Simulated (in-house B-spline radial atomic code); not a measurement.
Sr. Computed with a B-spline radial atomic code. Model: non-relativistic spherical atom: semilocal Troullier-Martins pseudo-atom, one channel per l, against all electrons, high spin, G0W0 and RPA with empty states to l = 8, local potential for every l without a channel, a model core (radius 0 = none) keeps its share of the functional.

Without relativity these are model numbers for so heavy an element.

What the tables leave out is listed at the end.

The pseudopotential gives back the lowest level of each angular momentum of its own functional in the configuration it was made in; a second state of the same l is only approximately right. Exact exchange, RPA and GW see the smooth pseudo-orbitals and miss the exchange with the core, for which the functional's share stands in. The column with an uncorrelated core keeps all orbitals and exact exchange, and so separates missing core correlation from pseudisation. Only the three outermost levels and the lowest empty one were computed. RPA here is direct RPA, with no exchange kernel, and its energies carry an (l + 1/2)⁻⁴ tail. A hybrid on a potential with a model core restores only its own semilocal share of the core's exchange.

Command:
```bash
python run_psgw.py task.json out
```
Settings (lengths in bohr, energies in hartree):
```
Z                      38
electrons              38
configuration          [Kr] 5s2
generated_in           [Kr] 5s2
functional             pbe,pbe
core_shells            6
radius_factor          0.9
core_correction        True
ion_configuration      [Kr] 5s1
```

Cost of the run: 69 s on 1 thread of Arm Neoverse N1, on a shared host.

Given: made with PBE; model core radius 0.893 bohr; local radius 1.215 bohr; mean-field start PBE.

Valence shells of the generating configuration: 4s, 4p, 5s.

Channel: s 1.105, p 1.197, d 1.837 (radii in bohr).

Computed: largest level miss in the spin-unpolarised generating configuration 0.033 eV; all-electron RPA polarisability, core included 140.82 bohr³; pseudo-atom RPA polarisability 138.38 bohr³; ionisation by mean-field all-electron 5.6181 eV; ionisation by mean-field pseudo minus all 0.048 eV; ionisation by RPA all-electron 6.0537 eV; ionisation by RPA pseudo minus all 0.049 eV.

| level | occupied | mean-field all-electron (eV) | mean-field pseudo minus all (eV) | G0W0 all-electron (eV) | G0W0 uncorrelated core minus all (eV) | G0W0 pseudo minus all (eV) | exchange self-energy all-electron (eV) | exchange self-energy pseudo (eV) |
| --- | --- | --- | --- | --- | --- | --- | --- | --- |
| 5s | 1 | -3.4788 | -0.033 | -5.6626 | 0.023 | -0.047 | -6.7766 | -6.3622 |

What is the valence RPA correlation energy all-electron orbitals?

-0.4894 hartree.

What is the valence RPA correlation energy pseudo?

-0.52001 hartree.

Given: mean-field start PBE0.

Computed: valence RPA correlation energy pseudo -0.47797 hartree; all-electron RPA polarisability, core included 121.82 bohr³; pseudo-atom RPA polarisability 121.41 bohr³; ionisation by mean-field pseudo minus all 0.023 eV; ionisation by RPA all-electron 5.8598 eV; ionisation by RPA pseudo minus all 0.024 eV.

| level | occupied | mean-field all-electron (eV) | mean-field pseudo minus all (eV) | G0W0 all-electron (eV) | G0W0 uncorrelated core minus all (eV) | G0W0 pseudo minus all (eV) | exchange self-energy all-electron (eV) | exchange self-energy pseudo (eV) |
| --- | --- | --- | --- | --- | --- | --- | --- | --- |
| 5s | 1 | -3.9936 | -0.02 | -5.7599 | 0.025 | -0.023 | -6.6724 | -6.2498 |
| 5p (empty) | 0 | -0.9469 | -0.015 | -0.20841 | 0.01 | -0.016 | -1.3862 | -1.2052 |

What is the valence RPA correlation energy all-electron orbitals?

-0.44985 hartree.

What is the ionisation by mean-field all-electron?

5.5366 eV.

Among the listed levels the largest G0W0 shift of the pseudo-atom is -0.05 eV, for 5s on the PBE start, while leaving the core uncorrelated moves that level by +0.02 eV. The rest, -0.07 eV, comes from pseudisation and the lost core exchange. Not in the tables (levels of low weight, unsolved or above zero; the highest and the empty levels are kept at any weight): on PBE the G0W0 levels 4p (pseudo minus all -0.02 eV, weights 0.08 and 0.08), 4s (pseudo minus all +0.58 eV, weights 0.02 and 0.04), 4d (pseudo minus all +0.00 eV, weights 0.50 and 0.49); on PBE0 the G0W0 levels 4p (pseudo minus all +0.08 eV, weights 0.57 and 0.56), 4s (pseudo minus all +0.42 eV, weights 0.36 and 0.51); no Hartree-Fock pseudo-atom is run with a model core.
